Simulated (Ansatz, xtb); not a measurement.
## Isomers of C5H10B2 in order of energy

6 gas-phase structures of C5H10B2, from a drawn sample of its isomers (lower ones may exist). Each was relaxed with GFN2-xTB; where two conformers were screened, the lower at r2SCAN-D4/def2-SVP//GFN2-xTB is listed:

A. `B[C@@H]1BCCC1=C`, a singlet
B. `BC[C@H](B)C#CC`, a singlet
C. `B[C@@H]1[C@H](B)[C@H]2C[C@@H]12`, a singlet
D. a singlet given by its coordinates
E. `B/C=C(\C)C(B)=C`, a singlet
F. `BC#C[C@H](C)CB`, a singlet

D (Å):

```yaml
atoms:
  - { symbol: C, position_ang: [-2.3500, -1.6616, 0.9330] }
  - { symbol: C, position_ang: [-0.8704, -1.6393, 0.5406] }
  - { symbol: C, position_ang: [-0.6551, -1.0505, -0.7813] }
  - { symbol: C, position_ang: [-0.5095, -0.5304, -1.8589] }
  - { symbol: C, position_ang: [-0.3337, 0.0603, -3.1674] }
  - { symbol: B, position_ang: [-2.6721, -2.2410, 2.3519] }
  - { symbol: B, position_ang: [0.0664, -0.4792, 1.0169] }
  - { symbol: H, position_ang: [-3.7782, -2.2159, 2.7336] }
  - { symbol: H, position_ang: [-1.8396, -2.7145, 3.0227] }
  - { symbol: H, position_ang: [-2.7557, -0.6481, 0.8493] }
  - { symbol: H, position_ang: [-2.9134, -2.2425, 0.1903] }
  - { symbol: H, position_ang: [-0.4618, -2.6509, 0.5506] }
  - { symbol: H, position_ang: [1.2276, -0.6284, 1.0215] }
  - { symbol: H, position_ang: [-0.3945, 0.5555, 1.3155] }
  - { symbol: H, position_ang: [0.1650, 1.0252, -3.0724] }
  - { symbol: H, position_ang: [0.2739, -0.5895, -3.7975] }
  - { symbol: H, position_ang: [-1.3023, 0.2122, -3.6443] }
```

Close contacts (Å): C1–C2 1.53, C1–B6 1.57, C2–C3 1.46, C2–B7 1.57, C3–C4 1.21, C3–B7 2.02, C4–C5 1.45, C1–H10 1.09, C1–H11 1.10, C2–H12 1.09, C5–H15 1.09, C5–H16 1.09, C5–H17 1.09, B6–H8 1.17, B6–H9 1.17, B7–H13 1.17, B7–H14 1.17.

Question: Which do you expect lowest at r2SCAN-D4/def2-SVP//GFN2-xTB, and how would the others follow?

Answer: Calculated order at r2SCAN-D4/def2-SVP//GFN2-xTB: A (0.0), E (25.0), F (35.0), D (43.4), C (46.1), B (48.0) kcal/mol.

Energies above the lowest of each column, in kcal/mol; the last columns are at r2SCAN-D4/def2-SVP geometries and were run for some of them only (a dash: not run or not comparable):

```csv
structure,GFN2-xTB,HF/STO-3G,r2SCAN-D4/def2-SVP//GFN2-xTB,r2SCAN-D4/def2-SVP,CCSD(T)/def2-SVP + ΔMP2/def2-TZVPP
A,0.0,0.0,0.0,0.0,0.0
E,21.6,46.3,25.0,23.6,19.6
F,21.1,37.4,35.0,35.4,30.3
D,28.7,52.8,43.4,–,–
C,17.9,42.8,46.1,–,–
B,29.9,49.7,48.0,–,–
```

Every level run on A puts it lowest or level with the lowest. Flexible structures stand in one conformer each, not always the lowest. Frequencies (GFN2-xTB) were run for A, E, F alone. ΔMP2 is the change of the MP2 energy from the smaller to the larger basis.

Over these structures GFN2-xTB departs from r2SCAN-D4/def2-SVP//GFN2-xTB by 7.6 kcal/mol on average once a common shift is removed. A GFN2-xTB relaxation took about 0.17 s and the r2SCAN-D4/def2-SVP//GFN2-xTB energy about 1.8 s on a shared host (Ansatz 0.2.0, xtb 6.7.1).
